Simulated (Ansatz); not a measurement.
`O[SiH2][O][GeH2][OH]` + H₂S → `O[SiH2]S` + `[OH][GeH2][OH]`  (ligand exchange at the Si–O bond)

Isolated molecules relaxed with PBE0-D4/def2-TZVP in Ansatz; ΔE leaves out vibrations. CCSD(T)/CBS is the MP2 limit (def2-TZVPP, def2-QZVPP) plus CCSD(T) − MP2 in def2-TZVPP, frozen cores. This one scheme is used for every species. DFT in def2-TZVPP. B3LYP here is the variant with VWN-RPA as its local correlation; programs differ in this. For Ge outer-core shells are correlated without core-valence functions, which leaves a few kJ/mol of doubt a bond. Scalar relativity is left out up to krypton. Each species was taken in one conformer, which may not be the lowest.

**Question.** Is it downhill or uphill in electronic energy at CCSD(T)/CBS, and by how much? (Best estimate.)

**Answer.** Computed: Uphill: ΔE = +0.64 eV.

**Question.** What do these levels give: PBE-D4, PBE, r2SCAN, B3LYP, HF/def2-TZVPP, SCS-MP2/def2-TZVPP, CCSD/def2-TZVPP, CCSD(T)/def2-TZVPP, HF/def2-QZVPP, MP2/def2-QZVPP, HF/CBS(def2), CCSD/CBS(def2)? (Estimate.)

**Answer.** Computed: PBE-D4 0.46, PBE 0.44, r2SCAN 0.57, B3LYP 0.62, HF/def2-TZVPP 0.81, SCS-MP2/def2-TZVPP 0.69, CCSD/def2-TZVPP 0.71, CCSD(T)/def2-TZVPP 0.68, HF/def2-QZVPP 0.83, MP2/def2-QZVPP 0.63, HF/CBS(def2) 0.83, CCSD/CBS(def2) 0.67 eV.

Largest T1 diagnostic among the species: 0.012.

In def2-TZVPP, CCSD(T) changes the Hartree–Fock value by −0.13 eV (the triples alone add −0.03 eV) and MP2 by −0.16 eV. From PBE to PBE0 (25 % exact exchange), in def2-TZVPP and without D4, ΔE moves by +0.06 eV.
